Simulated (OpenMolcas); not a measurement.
**Cu2+: moving the ligands**

Cu2+ with 4 ligands (oxide) in tetrahedral coordination (Td) at 1.95 Å. A charge of +1.5 e stands 2.4 Å behind each ligand. Ligand basis ANO-RCC-VDZP.
```
Cu    0.0000    0.0000    0.0000
O     1.1258    1.1258    1.1258
O     1.1258   -1.1258   -1.1258
O    -1.1258    1.1258   -1.1258
O    -1.1258   -1.1258    1.1258
```

```
Program             : OpenMolcas
Method              : CASSCF
Basis               : ANO-RCC-VTZP [6s5p3d2f1g]
Scalar Hamiltonian  : DKH2, point nucleus
Active space        : 9 electrons in 5 orbitals (3d)
State averaging     : 2S+1 = 2 even, 5 roots
Spin-orbit coupling : RASSI with atomic mean-field integrals over the reference wave functions
```

Runs around this geometry, states (labels of Td). Energies in cm-1 above the lowest state or level, χT in cm3 K/mol; under a threefold ground state the first gap can be a small split of the lowest multiplet, not the spin-orbit step; 10Dq is the gap between the two states; 10Dq is negative for this site.

| R (Å) | Ground state | First state of that spin | 10Dq | First gap with spin-orbit (degeneracies) | χT at 300 K |
| --- | --- | --- | --- | --- | --- |
| 1.84 | 2T2 | 2E 2782 | -2782 | 838.7 (2, 4) | 0.831 |
| 1.95 | 2T2 | 2E 2185 | -2185 | 764.2 (2, 4) | 0.913 |
| 2.08 | 2T2 | 2E 1634 | -1634 | 659.2 (2, 4) | 1.023 |

Taking |10Dq| as R^-n, n = -ln(1634 / 2782) / ln(2.08 / 1.84) = 4.3 between the shortest and longest distance. The point-charge formula for a cubic d site gives n = 5.

An orbital triplet at a regular site is open to Jahn-Teller coupling, which can distort the site and quench the lowest spin-orbit gaps and is left out. The oxide ions are held by bare point charges, a crude embedding. Ligand-to-metal charge-transfer states are missing. With oxide or sulfide held by bare charges the field of late divalent 3d ions can come out several times too small, and g and χT far too large. With metal d orbitals alone and no dynamic correlation the field as a rule comes out too small, by tens of per cent, by up to half for chloride and softer ligands, and with too little covalency χT stands high. No measured value stands beside these numbers; the geometry is a model, was not optimised and need not be the one that this ion takes.
